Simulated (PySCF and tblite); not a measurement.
Values are calculated unless marked as measured or tabulated.
C₄H₉Cl₃SSi, numbered as in [CH3:1][CH2:2][CH2:3][CH2:4][S:5][Si:6]([Cl:7])([Cl:8])[Cl:9].

Search: ETKDG and KDG, MMFF94s, GFN2-xTB, 200 starts; geometries at GFN2-xTB. Free energies are PBE0-D3(BJ)/def2-SVP single points with GFN2-xTB rigid-rotor and vibrational terms (modes under about 100 cm⁻¹ blended into free rotors). Symmetry numbers and mirror images are counted. Conformers within 3 kcal/mol (GFN2-xTB free energy) were kept, 10 at most. Codes: tblite and PySCF.

Rotational constants are equilibrium values for the commonest isotopes; dipoles come from the energy level named.

Torsions listed: C1–C2–C3–C4, C2–C3–C4–S5, C3–C4–S5–Si6. Of a mirror pair one member is shown.

| conformer | shape | symmetry | weight % |
| --- | --- | --- | --- |
| 1 | -178°, 59°, 65° | C1 (pair) | 35.7 |
| 2 | 64°, 56°, 67° | C1 (pair) | 21.9 |
| 3 | 65°, 63°, -175° | C1 (pair) | 11.5 |
| 4 | 180°, 176°, 71° | C1 (pair) | 9.2 |
| 5 | 180°, -67°, 179° | C1 (pair) | 7.5 |
| 6 | 67°, 174°, 71° | C1 (pair) | 4.2 |

Not shown: 4 more, 10.0 % in all.

Sets of constants, in random order:

| set | A (MHz) | B (MHz) | C (MHz) | abs μa (D) | abs μb (D) | abs μc (D) |
| --- | --- | --- | --- | --- | --- | --- |
| P | 1113 | 404 | 386 | 2.03 | 0.15 | 0.53 |
| Q | 1090 | 443 | 438 | 1.60 | 0.63 | 0.73 |
| R | 1032 | 468 | 442 | 1.58 | 0.67 | 0.71 |
| S | 1101 | 427 | 416 | 2.07 | 0.17 | 0.18 |
| T | 1093 | 395 | 386 | 1.72 | 0.43 | 0.75 |
| U | 1178 | 346 | 339 | 1.69 | 0.90 | 0.37 |

**Question.** Match each set to its conformer.

**Answer.** P is conformer 4, Q is conformer 2, R is conformer 1, S is conformer 6, T is conformer 3, U is conformer 5.


Conformer gaps in def2-SVP on xTB geometries can be 2 kcal/mol too large for S=O, P=O and other polar bonds.